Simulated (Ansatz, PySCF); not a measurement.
hydrogen bromide (BrH), SMILES Br.

Geometry optimised at PBE0-D3(BJ)/def2-TZVPD.

Two levels are set side by side: PBE/def2-TZVPD (Ansatz, a first-principles code) and EOM-CCSD/aug-cc-pVDZ (PySCF). PBE by ΔSCF, the other level by its IP root; same geometry, the bases differ. Differences are taken from unrounded values.

```json
[
 {"quantity": "vertical ionisation energy (eV)", "EOM-CCSD": "11.54"}
]
```

Problem. What does PBE give, and how far is it from EOM-CCSD? (The exact figures need the calculation; the answer reports its results.)

Solution. 
```csv
quantity,PBE,PBE minus EOM-CCSD
vertical ionisation energy (eV),11.72,0.17
```

On these quantities the two levels nearly agree.
